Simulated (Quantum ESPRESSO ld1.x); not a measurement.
Problem. The mean radii <r> (bohr) of the occupied orbitals of an atom or ion are listed with their occupations. Method: non-relativistic Kohn-Sham, LDA (Slater exchange, VWN5 correlation), spin-polarised, spherical densities, point nucleus; computed with ld1.x of Quantum ESPRESSO 7.5.

orbital  occ.      <r>
1s up       1  0.02926
1s down     1  0.02926
2s up       1   0.1257
2s down     1   0.1257
2p up       3   0.1071
2p down     3   0.1070
3s up       1   0.3249
3s down     1   0.3253
3p up       3   0.3134
3p down     3   0.3139
3d up       5   0.2802
3d down     3   0.2808

Name the element and its charge. Open shells, if any, are filled with parallel spins first.

Solution. Z = 52, tellurium, charge +26: Te26+ in [Ar] 3d8. The 1s radius gives Z: for a bare nucleus <r> = 1.5/Z, 0.02885 bohr for Z = 52, and screening makes it slightly larger (0.02926 here). The occupations add up to 26, and the charge is Z minus that.
